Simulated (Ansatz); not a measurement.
Relaxation of CH₇ClN₂OSi (13 atoms, charge 0, multiplicity 1), to a largest force component of 0.02 eV/Å in at most 40 steps.

Computed with Ansatz, RKS r2SCAN-D4/STO-3G.

```xyz
13
Properties=species:S:1:pos:R:3
N 0.101 -1.965 0.128
C -0.610 -0.752 0.728
Si 0.097 0.875 0.116
N 0.374 0.893 -1.564
O -0.741 2.232 0.391
Cl 1.980 1.177 0.933
H -0.406 -2.764 0.422
H 1.041 -1.991 0.479
H -1.664 -0.758 0.503
H -0.536 -0.820 1.842
H 1.180 1.329 -1.748
H 0.445 -0.087 -1.814
H -1.240 2.596 -0.401
```

Q: Where does it end, and by what steps?

A: The run converged. Limits of this set-up: minimal basis. After 16 steps the energy has fallen by 1.298 eV; H13 moved furthest, 0.65 Å.

```tsv
step	energy less start (eV)	largest force component (eV/Å)	accepted
0	0.0000	6.274	yes
1	-1.0746	1.230	yes
2	-1.2123	0.779	yes
3	-1.2497	0.443	yes
4	-1.2646	0.598	yes
5	-1.2736	0.184	yes
6	-1.2843	0.219	yes
7	-1.2862	0.534	yes
8	-1.2924	0.153	yes
9	-1.2949	0.069	yes
10	-1.2971	0.052	yes
11	-1.2976	0.096	yes
12	-1.2979	0.048	yes
13	-1.2980	0.036	yes
14	-1.2981	0.090	yes
15	-1.2984	0.020	yes
16	-1.2985	0.011	yes
```

```xyz
13
Properties=species:S:1:pos:R:3
N 0.147 -1.770 -0.053
C -0.619 -0.722 0.757
Si 0.025 0.924 0.107
N 0.276 0.630 -1.601
O -1.068 2.164 0.452
Cl 1.883 1.375 1.095
H -0.309 -2.696 0.193
H 1.079 -1.854 0.448
H -1.686 -0.825 0.503
H -0.519 -0.840 1.852
H 1.162 1.052 -1.969
H 0.414 -0.419 -1.642
H -0.765 2.946 -0.127
```

Whether the end is a true minimum wasn't checked by a vibrational analysis.

Run time: 90 s on 1 thread of Arm Neoverse V1, with other jobs on the host, peak memory 0.17 GiB.
